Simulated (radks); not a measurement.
Values are calculated unless marked as measured or tabulated.
Problem. Species: Eu II. Configuration: [Xe] 4f7 6p1 (not the ground configuration). Code: a radial shooting solver on a logarithmic mesh with Libxc functionals. Model: scalar-relativistic Kohn-Sham, BLYP, spin-polarised, spherical densities, finite nucleus; open shells are filled with parallel spins first (spin-orbit coupling, left out, can overturn this in heavy ions); Fermi nuclear charge, rms radius 5.1115 fm. Some entries of the table are withheld. Estimate them.

| orbital | occ. | eigenvalue (hartree) | <r^2> (bohr^2) | <1/r> (bohr^-1) |
|---|---|---|---|---|
| 1s up | 1 | -1777.739 | 0.0006793 | 70.22 |
| 1s down | 1 | -1777.739 | 0.0006793 | 70.22 |
| 2s up | 1 | -292.1210 | 0.01068 | 16.27 |
| 2s down | 1 | -292.1194 | 0.01068 | 16.27 |
| 2p up | 3 | -260.3311 | 0.008590 | 15.23 |
| 2p down | 3 | -260.3298 | 0.008589 | 15.24 |
| 3s up | 1 | -64.47715 | 0.07123 | 5.960 |
| 3s down | 1 | -64.39377 | 0.07111 | 5.966 |
| 3p up | 3 | -54.58202 | 0.07136 | 5.611 |
| 3p down | 3 | -54.49910 | 0.07122 | 5.617 |
| 3d up | 5 | -41.33385 | 0.06010 | 5.325 |
| 3d down | 5 | -41.26990 | 0.05993 | 5.331 |
| 4s up | 1 | -13.05958 | 0.3619 | 2.507 |
| 4s down | 1 | -12.85367 | 0.3619 | 2.506 |
| 4p up | 3 | -9.80517 | 0.4091 | 2.305 |
| 4p down | 3 | -9.60054 | 0.4093 | 2.304 |
| 4d up | 5 | -5.27069 | 0.4972 | 2.024 |
| 4d down | 5 | -5.06869 | 0.4992 | 2.022 |
| 5s up | 1 | -1.94405 | 2.119 | 0.9656 |
| 5s down | 1 | -1.83294 | 2.194 | 0.9463 |
| 5p up | 3 | -1.16552 | 2.956 | (1) |
| 5p down | 3 | -1.08249 | 3.111 | (2) |
| 4f up | 7 | -0.41409 | 1.210 | 1.426 |
| 4f down | 0 | -0.24326 | 1.611 | 1.352 |
| 6p up | 1 | -0.22628 | 25.47 | 0.2611 |

Solution. 
(1) 5p up <1/r> (bohr^-1): 0.8105
(2) 5p down <1/r> (bohr^-1): 0.7875
